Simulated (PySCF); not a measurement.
H9FGeSi3 (SMILES [F][Ge]([SiH3])([SiH3])[SiH3]), singlet, at a GFN2-xTB geometry, atoms displaced at random by about 0.03 Å a coordinate; PySCF with PBE0/STO-3G, gradient by finite differences.

Here is a job for PySCF.
```python
from pyscf import gto, scf, dft

mol = gto.Mole()
mol.atom = '''
    F     0.532972    0.036976   -1.806794
    Ge   -0.031954   -0.045112   -0.063246
    Si    1.583971   -1.648101    0.759039
    Si    0.495227    2.297249    0.600673
    Si   -2.270418   -0.678874   -0.349495
    H     1.468704   -2.910491    0.029483
    H     1.281418   -1.887383    2.133338
    H     2.980103   -1.184067    0.641598
    H    -0.386260    3.193236   -0.201737
    H     0.040269    2.519720    2.048203
    H     1.830660    2.616901    0.471040
    H    -3.065571    0.317135   -1.046098
    H    -2.391722   -1.971612   -1.120881
    H    -2.911072   -0.750322    0.941066
'''
mol.basis = 'sto-3g'
mol.charge = 0
mol.spin = 0
mol.verbose = 4
mol.build()

mf = dft.RKS(mol)
mf.xc = 'pbe0'
mf.conv_tol = 1e-11
mf.kernel()
scan, done = mf.as_scanner(), []
scan.scf_summary = {}
def energy(d):
    c = mol.atom_coords()
    c[13, 2] += d
    e = scan(mol.set_geom_(c, unit='Bohr', inplace=False))
    done.append(scan.converged)
    return e
h = 1e-5
fd = (energy(h) - energy(-h)) / (2 * h)
print('dE/dx =', fd)
```

Problem. What does PySCF print? Leave out banner, timings and long lists.

Solution. 
```
PySCF version 2.14.0

[INPUT] verbose = 4
[INPUT] num. atoms = 14
[INPUT] num. electrons = 92
[INPUT] charge = 0
[INPUT] spin (= nelec alpha-beta = 2S) = 0
[INPUT] symmetry False subgroup None
[INPUT] Mole.unit = angstrom
[INPUT] Symbol           X                Y                Z      unit          X                Y                Z       unit  Magmom
[...]
nuclear repulsion = 650.684413507304
number of shells = 35
number of NR pGTOs = 177
number of NR cGTOs = 59
basis = sto-3g
ecp = {}

******** <class 'pyscf.dft.rks.RKS'> ********
method = RKS
initial guess = minao
damping factor = 0
level_shift factor = 0
DIIS = <class 'pyscf.scf.diis.CDIIS'>
diis_start_cycle = 1
diis_space = 8
diis_damp = 0
SCF conv_tol = 1e-11
SCF conv_tol_grad = None
SCF max_cycles = 50
direct_scf = True
direct_scf_tol = 1e-13
XC library pyscf.dft.libxc version 7.1.2
    S. Lehtola, C. Steigemann, M. J. T. Oliveira, and M. A. L. Marques,  SoftwareX 7, 1–5 (2018)
XC functionals = pbe0
    C. Adamo and V. Barone,  J. Chem. Phys. 110, 6158 (1999)
    M. Ernzerhof and G. E. Scuseria,  J. Chem. Phys. 110, 5029 (1999)
radial grids:
    Treutler-Ahlrichs [JCP 102, 346 (1995); DOI:10.1063/1.469408] (M4) radial grids

becke partition: Becke, JCP 88, 2547 (1988); DOI:10.1063/1.454033
pruning grids: <function nwchem_prune>
grids dens level: 3
symmetrized grids: False
atomic radii adjust function: <function treutler_atomic_radii_adjust>
small_rho_cutoff = 0
Set gradient conv threshold to 3.16228e-06
Initial guess from minao.
tot grids = 180720
init E= -3011.41857134408
[...]
cycle= 1 E= -3014.41616405454  delta_E=   -3  |g|= 0.609  |ddm|= 3.92
[...]
cycle= 2 E= -3014.10079807846  delta_E= 0.315  |g|= 1.27  |ddm|= 3.42
[...]
cycle= 3 E= -3014.62490082887  delta_E= -0.524  |g|= 0.126  |ddm|= 2.22
[...]
cycle= 4 E= -3014.63068000977  delta_E= -0.00578  |g|= 0.0708  |ddm|= 0.385
[...]
cycle= 5 E= -3014.63282345307  delta_E= -0.00214  |g|= 0.0167  |ddm|= 0.153
[...]
cycle= 6 E= -3014.63295110164  delta_E= -0.000128  |g|= 0.00145  |ddm|= 0.0317
[...]
cycle= 7 E= -3014.63295203274  delta_E= -9.31e-07  |g|= 0.000575  |ddm|= 0.00409
[...]
cycle= 8 E= -3014.63295218973  delta_E= -1.57e-07  |g|= 5.85e-05  |ddm|= 0.0014
[...]
cycle= 9 E= -3014.63295219162  delta_E= -1.88e-09  |g|= 1.59e-05  |ddm|= 0.000164
[...]
cycle= 10 E= -3014.63295219181  delta_E= -1.93e-10  |g|= 2.89e-06  |ddm|= 5.31e-05
[...]
cycle= 11 E= -3014.63295219181  delta_E= 3.64e-12  |g|= 8.98e-07  |ddm|= 1.27e-05
[...]
Extra cycle  E= -3014.6329521918  delta_E= 1.09e-11  |g|= 5.61e-07  |ddm|= 3.36e-06
converged SCF energy = -3014.6329521918
Create scanner for <class 'pyscf.dft.rks.RKS'>

WARN: Mole.unit (angstrom) is changed to Bohr

New geometry
   1 F      0.532972000000   0.036976000000  -1.806794000000 AA    1.007171112062   0.069874513182  -3.414345823507 Bohr
   2 Ge    -0.031954000000  -0.045112000000  -0.063246000000 AA   -0.060384308584  -0.085249324931  -0.119517618474 Bohr
   3 Si     1.583971000000  -1.648101000000   0.759039000000 AA    2.993271379253  -3.114459515622   1.434375827864 Bohr
   4 Si     0.495227000000   2.297249000000   0.600673000000 AA    0.935843399490   4.341171449931   1.135107460421 Bohr
   5 Si    -2.270418000000  -0.678874000000  -0.349495000000 AA   -4.290468208283  -1.282885933088  -0.660449831905 Bohr
   6 H      1.468704000000  -2.910491000000   0.029483000000 AA    2.775448318053  -5.500030878011   0.055714795331 Bohr
   7 H      1.281418000000  -1.887383000000   2.133338000000 AA    2.421529071088  -3.566636962160   4.031424551127 Bohr
   8 H      2.980103000000  -1.184067000000   0.641598000000 AA    5.631578492995  -2.237562343135   1.212444502069 Bohr
   9 H     -0.386260000000   3.193236000000  -0.201737000000 AA   -0.729925612875   6.034341491102  -0.381227679191 Bohr
  10 H      0.040269000000   2.519720000000   2.048203000000 AA    0.076097381310   4.761580710589   3.870542717513 Bohr
  11 H      1.830660000000   2.616901000000   0.471040000000 AA    3.459446027196   4.945226185100   0.890136593715 Bohr
  12 H     -3.065571000000   0.317135000000  -1.046098000000 AA   -5.793089605409   0.599298294514  -1.976838719455 Bohr
  13 H     -2.391722000000  -1.971612000000  -1.120881000000 AA   -4.519699546097  -3.725806703906  -2.118158108229 Bohr
  14 H     -2.911072000000  -0.750322000000   0.941071291772 AA   -5.501128808890  -1.417903085236   1.778367005140 Bohr

******** <class 'pyscf.scf.hf.RKS_Scanner'> ********
method = RKS_Scanner
initial guess = minao
damping factor = 0
level_shift factor = 0
DIIS = <class 'pyscf.scf.diis.CDIIS'>
diis_start_cycle = 1
diis_space = 8
diis_damp = 0
SCF conv_tol = 1e-11
SCF conv_tol_grad = None
SCF max_cycles = 50
direct_scf = True
direct_scf_tol = 1e-13
XC library pyscf.dft.libxc version 7.1.2
    S. Lehtola, C. Steigemann, M. J. T. Oliveira, and M. A. L. Marques,  SoftwareX 7, 1–5 (2018)
XC functionals = pbe0
    C. Adamo and V. Barone,  J. Chem. Phys. 110, 6158 (1999)
    M. Ernzerhof and G. E. Scuseria,  J. Chem. Phys. 110, 5029 (1999)
radial grids:
    Treutler-Ahlrichs [JCP 102, 346 (1995); DOI:10.1063/1.469408] (M4) radial grids

becke partition: Becke, JCP 88, 2547 (1988); DOI:10.1063/1.454033
pruning grids: <function nwchem_prune>
grids dens level: 3
symmetrized grids: False
atomic radii adjust function: <function treutler_atomic_radii_adjust>
small_rho_cutoff = 0
Set gradient conv threshold to 3.16228e-06
tot grids = 180720
init E= -3014.6329516148
[...]
cycle= 1 E= -3014.63295220191  delta_E= -5.87e-07  |g|= 1.19e-06  |ddm|= 4.26e-06
[...]
cycle= 2 E= -3014.63295220194  delta_E= -2.73e-11  |g|= 9.03e-07  |ddm|= 4.51e-06
[...]
cycle= 3 E= -3014.63295220193  delta_E= 1e-11  |g|= 2.17e-07  |ddm|= 2.01e-06
[...]
cycle= 4 E= -3014.63295220192  delta_E= 1.09e-11  |g|= 3.73e-08  |ddm|= 4.39e-07
[...]
cycle= 5 E= -3014.63295220192  delta_E= 1.82e-12  |g|= 4.61e-09  |ddm|= 7.45e-08
[...]
Extra cycle  E= -3014.63295220191  delta_E= 4.55e-12  |g|= 3.16e-09  |ddm|= 1.71e-08
converged SCF energy = -3014.63295220191

WARN: Mole.unit (angstrom) is changed to Bohr

New geometry
   1 F      0.532972000000   0.036976000000  -1.806794000000 AA    1.007171112062   0.069874513182  -3.414345823507 Bohr
   2 Ge    -0.031954000000  -0.045112000000  -0.063246000000 AA   -0.060384308584  -0.085249324931  -0.119517618474 Bohr
   3 Si     1.583971000000  -1.648101000000   0.759039000000 AA    2.993271379253  -3.114459515622   1.434375827864 Bohr
   4 Si     0.495227000000   2.297249000000   0.600673000000 AA    0.935843399490   4.341171449931   1.135107460421 Bohr
   5 Si    -2.270418000000  -0.678874000000  -0.349495000000 AA   -4.290468208283  -1.282885933088  -0.660449831905 Bohr
   6 H      1.468704000000  -2.910491000000   0.029483000000 AA    2.775448318053  -5.500030878011   0.055714795331 Bohr
   7 H      1.281418000000  -1.887383000000   2.133338000000 AA    2.421529071088  -3.566636962160   4.031424551127 Bohr
   8 H      2.980103000000  -1.184067000000   0.641598000000 AA    5.631578492995  -2.237562343135   1.212444502069 Bohr
   9 H     -0.386260000000   3.193236000000  -0.201737000000 AA   -0.729925612875   6.034341491102  -0.381227679191 Bohr
  10 H      0.040269000000   2.519720000000   2.048203000000 AA    0.076097381310   4.761580710589   3.870542717513 Bohr
  11 H      1.830660000000   2.616901000000   0.471040000000 AA    3.459446027196   4.945226185100   0.890136593715 Bohr
  12 H     -3.065571000000   0.317135000000  -1.046098000000 AA   -5.793089605409   0.599298294514  -1.976838719455 Bohr
  13 H     -2.391722000000  -1.971612000000  -1.120881000000 AA   -4.519699546097  -3.725806703906  -2.118158108229 Bohr
  14 H     -2.911072000000  -0.750322000000   0.941060708228 AA   -5.501128808890  -1.417903085236   1.778347005140 Bohr

******** <class 'pyscf.scf.hf.RKS_Scanner'> ********
method = RKS_Scanner
initial guess = minao
damping factor = 0
level_shift factor = 0
DIIS = <class 'pyscf.scf.diis.CDIIS'>
diis_start_cycle = 1
diis_space = 8
diis_damp = 0
SCF conv_tol = 1e-11
SCF conv_tol_grad = None
SCF max_cycles = 50
direct_scf = True
direct_scf_tol = 1e-13
XC library pyscf.dft.libxc version 7.1.2
    S. Lehtola, C. Steigemann, M. J. T. Oliveira, and M. A. L. Marques,  SoftwareX 7, 1–5 (2018)
XC functionals = pbe0
    C. Adamo and V. Barone,  J. Chem. Phys. 110, 6158 (1999)
    M. Ernzerhof and G. E. Scuseria,  J. Chem. Phys. 110, 5029 (1999)
radial grids:
    Treutler-Ahlrichs [JCP 102, 346 (1995); DOI:10.1063/1.469408] (M4) radial grids

becke partition: Becke, JCP 88, 2547 (1988); DOI:10.1063/1.454033
pruning grids: <function nwchem_prune>
grids dens level: 3
symmetrized grids: False
atomic radii adjust function: <function treutler_atomic_radii_adjust>
small_rho_cutoff = 0
Set gradient conv threshold to 3.16228e-06
tot grids = 180720
init E= -3014.63295335594
[...]
cycle= 1 E= -3014.63295218168  delta_E= 1.17e-06  |g|= 2e-06  |ddm|= 7.05e-06
[...]
cycle= 2 E= -3014.63295218169  delta_E= -1.09e-11  |g|= 1.25e-06  |ddm|= 7.44e-06
[...]
cycle= 3 E= -3014.63295218169  delta_E= 4.55e-12  |g|= 3.59e-07  |ddm|= 2.9e-06
[...]
Extra cycle  E= -3014.63295218169  delta_E= 4.55e-13  |g|= 4.32e-07  |ddm|= 1.4e-06
converged SCF energy = -3014.63295218169
dE/dx = -0.0010113581083714962
```
